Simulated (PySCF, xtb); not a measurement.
C3H8OSi2, SMILES O[SiH2]C#CC[SiH3].

GFN2-xTB in xtb at its own geometry gives an orbital gap of 4.86 eV and a dipole moment of 2.10 D.

Coordinates come from a B3LYP-D3(BJ)/def2-SVP optimisation. This is a generated structure with no PubChem entry under its InChIKey; it may be hypothetical. Other conformers were not sampled.

Question: What does PBE/def2-TZVP (PySCF) give? (Estimate from the structure and the level; the computed values follow.)

Answer: gap 5.16 eV (levels -6.47 and -1.31 eV), dipole 2.59 D.
